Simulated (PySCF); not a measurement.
A PySCF script (with the pyscf-properties extension) for the NMR shieldings of `B[C@@H]1CC[C@H]1C`, C5H11B, on a GFN2-xTB geometry:

```python
import basis_set_exchange as bse
import numpy as np
from pyscf import gto, dft
from pyscf.prop import nmr

atoms = """
B    -1.423039    1.414465    1.019188
C    -0.664206    0.558372   -0.043373
C    -1.264759   -0.746530   -0.616855
C     0.101689   -1.427999   -0.466890
C     0.616461   -0.227476    0.345817
C     1.942304    0.373001   -0.081610
H    -2.591207    1.476475    1.008414
H    -0.816132    2.016864    1.817645
H    -0.417887    1.235991   -0.870544
H    -2.028856   -1.177343    0.027512
H    -1.655963   -0.687359   -1.630818
H     0.102175   -2.387475    0.047585
H     0.624118   -1.538855   -1.416048
H     0.642328   -0.445266    1.415895
H     2.124771    1.303938    0.451597
H     2.759912   -0.313248    0.132286
H     1.941293    0.584474   -1.149709
"""
names = dict.fromkeys(["B", "C", "H"], "pcSseg-1")
basis = {el: gto.basis.parse(bse.get_basis(n, elements=[el], fmt="nwchem")) for el, n in names.items()}
mol = gto.M(atom=atoms, basis=basis, charge=0, verbose=0)
mf = dft.RKS(mol, xc="PBE0")
mf.grids.level = 2
mf.grids.alignment = dft.numint.BLKSIZE   # the property module wants whole blocks of grid points
mf.conv_tol = 1e-9
mf.kernel()

calc = nmr.RKS(mf)   # GIAO
C = mf.mo_coeff
Co = C[:, mf.mo_occ > 0]
resp = mf.gen_response(singlet=True, hermi=2)
def vind(x):   # induced exchange potential for any number of trial vectors
    d = np.einsum("pi,xij,qj->xpq", C, 2 * x.reshape(-1, C.shape[1], Co.shape[1]), Co, optimize=True)
    return np.einsum("xpq,pi,qj->xij", resp(d - d.transpose(0, 2, 1)), C, Co, optimize=True).ravel()
mo1, _ = nmr.rhf.solve_mo1(calc, with_cphf=vind)
sigma = calc.kernel(mo1)
for i, s in enumerate(sigma):   # ppm
    w = np.linalg.eigvalsh((s + s.T) / 2)
    print("%2d %-2s iso %8.1f  s11 %8.1f  s22 %8.1f  s33 %8.1f" % (i, mol.atom_pure_symbol(i), w.mean(), *w))
```

Task: What are the results?

Result: 
```
 0 B  iso      9.6  s11    -69.8  s22    -25.8  s33    124.3
 1 C  iso    138.1  s11    119.8  s22    137.9  s33    156.6
 2 C  iso    164.2  s11    146.1  s22    164.7  s33    181.8
 3 C  iso    159.4  s11    145.2  s22    152.7  s33    180.3
 4 C  iso    151.1  s11    129.7  s22    156.8  s33    166.9
 5 C  iso    161.0  s11    143.6  s22    154.5  s33    185.0
 6 H  iso     23.8  s11     15.8  s22     27.1  s33     28.5
 7 H  iso     23.8  s11     15.1  s22     27.6  s33     28.7
 8 H  iso     30.0  s11     26.4  s22     30.6  s33     32.9
 9 H  iso     29.6  s11     26.2  s22     27.6  s33     35.0
10 H  iso     29.4  s11     25.8  s22     26.7  s33     35.7
11 H  iso     29.7  s11     26.3  s22     27.0  s33     35.7
12 H  iso     30.1  s11     27.1  s22     29.1  s33     34.2
13 H  iso     29.3  s11     26.0  s22     28.9  s33     32.9
14 H  iso     30.2  s11     25.9  s22     27.9  s33     36.9
15 H  iso     30.4  s11     26.4  s22     27.6  s33     37.1
16 H  iso     30.7  s11     27.2  s22     29.9  s33     35.1
```

These numbers come from an equivalent density-fitted implementation of the same equations, which agrees with the script to about 0.01 ppm for H and up to a few tenths of a ppm for heavy atoms, so last digits may differ.

Size and cost of the density-fitted run: 157 basis functions, 15 s wall time on 1 thread of an Arm Neoverse V2, shared host.
